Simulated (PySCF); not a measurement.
W(O)(NH)(NH2)(Me) (CH6N2OW), SMILES [W](=[O])(=[NH])([NH2])[CH3], multiplicity 1. The structure is a stationary point at PBE-D3(BJ)/def2-SVP. The multiplicity is an assumed one; no other spin state was optimised. The structure was generated by enumeration; whether it is a known compound was not checked. The def2 effective core potentials stand for the cores of W; spin–orbit coupling is left out. Other conformers were not sampled.

Problem. Give the equilibrium geometry at PBE-D3(BJ)/def2-SVP (PySCF confirms it by a frequency run) as bond lengths and angles. (Estimate from the structure and the level; the computed values follow.)

Solution. One answer among several that fit: 
Atoms: W1 O2 N3 H4 N5 H6 H7 C8 H9 H10 H11. Bonds (Å): W1–O2 1.732, W1–N3 1.780, W1–N5 1.961, W1–C8 2.131, N3–H4 1.027, N5–H6 1.027, N5–H7 1.025, C8–H9 1.110, C8–H10 1.109, C8–H11 1.111. Bond angles (°): O2–W1–N3 114.8, O2–W1–N5 114.1, O2–W1–C8 105.3, N3–W1–N5 109.4, N3–W1–C8 104.1, N5–W1–C8 108.3, W1–N3–H4 143.6, W1–N5–H6 122.7, W1–N5–H7 124.9, H6–N5–H7 110.0, W1–C8–H9 110.4, W1–C8–H10 110.7, W1–C8–H11 109.9, H9–C8–H10 108.2, H9–C8–H11 108.3, H10–C8–H11 109.2.
